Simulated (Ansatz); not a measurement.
`O=[CH][SnH2][GeH3]` + `OB(O)S` → `O=COB(O)S` + `[GeH3][SnH3]`  (substitution at a C–Sn bond)

Program: Ansatz. Geometries: PBE0-D4/def2-TZVP. ΔE: electronic, gas phase. CBS: MP2 limit from def2 TZ/QZ plus the TZ coupled-cluster correction, frozen cores. Functionals use def2-TZVPP. Elements past krypton have def2 core potentials. For Ge, Sn outer-core shells are correlated without core-valence functions, which leaves a few kJ/mol of doubt a bond. Scalar relativity is left out up to krypton. Each species was taken in one conformer, which may not be the lowest.

`O=[CH][SnH2][GeH3]`:

```xyz
10

O     1.932    0.407    2.211
C     0.839   -0.029    1.997
Sn    0.295   -0.957    0.062
Ge   -0.838    0.816   -1.467
H     0.048    0.036    2.782
H    -0.790   -2.244    0.374
H     1.726   -1.565   -0.639
H     0.134    1.975   -1.738
H    -1.252    0.187   -2.807
H    -2.093    1.374   -0.776
```

`OB(O)S`:

Cartesian coordinates in Å:
```
O -0.186 0.925 -0.748
B -0.229 -0.182 0.050
O -1.386 -0.884 0.144
S 1.165 -0.833 1.038
H 0.658 1.377 -0.773
H -2.085 -0.500 -0.393
H 2.064 0.097 0.682
```

`O=COB(O)S`:

```xyz
9

O    -0.800    1.046    1.639
C     0.271    0.502    1.620
O     0.791   -0.164    0.591
B     0.122   -0.315   -0.645
O    -1.092    0.196   -0.892
S     1.059   -1.265   -1.865
H     0.960    0.493    2.474
H    -1.423    0.670   -0.110
H     0.111   -1.162   -2.811
```

`[GeH3][SnH3]`:

Z-matrix (Å, degrees):
```
Ge
Sn 1 2.595
H 1 1.538 2 110.4
H 1 1.538 2 110.4 3 -120.0
H 1 1.538 2 110.4 3 120.0
H 2 1.707 1 110.4 3 59.1
H 2 1.707 1 110.5 3 -61.0
H 2 1.707 1 110.4 3 179.0
```

| level | ΔE (kJ/mol) |
| --- | --- |
| PBE-D4 | -52.2 |
| revPBE-D4 | -50.0 |
| r2SCANh-D4 | -59.8 |
| ωB97M-V | -56.7 |
| B2PLYP | -52.9 |
| PBE0 | -57.0 |
| CCSD(T)/def2-SVP | -75.4 |
| HF/def2-QZVPP | -63.1 |

Problem. What does CCSD(T)/CBS give? (Best estimate.)

Solution. Computed: -46.1 kJ/mol. The listed levels differ from it by -6.1, -3.9, -13.7, -10.6, -6.8, -10.9, -29.3, -17.0 kJ/mol.

Problem. What do rigid-rotor, harmonic-oscillator terms from PBE0-D4/def2-TZVP frequencies (298.15 K, 1 bar) make of the CCSD(T)/CBS value? (Best estimate.)

Solution. The calculation gave: ΔZPE = -1.5 kJ/mol, ΔH = -50.4 kJ/mol, ΔS = -41 J/(mol·K), ΔG = -38.2 kJ/mol. Modes under 50 cm⁻¹ make the entropy rough.

Largest T1 diagnostic among the species: 0.015.

From BLYP to BHLYP (50 % exact exchange), in def2-TZVPP and without D4, ΔE moves by −15.6 kJ/mol. At CCSD(T), def2-SVP lies −29.3 kJ/mol from the extrapolated value and def2-TZVPP −6.9 kJ/mol. Leaving LDA and LC-ωPBE aside and taking each functional with its dispersion term where it has one, the values, not all of them listed here, spread over 19.4 kJ/mol, from B97M-V to BLYP-D4. LDA lies −26.0 kJ/mol from PBE without D4.

CCSD(T)/CBS has its own doubt, a few kJ/mol and more with outer-core shells, so smaller differences from it don't rank the levels.
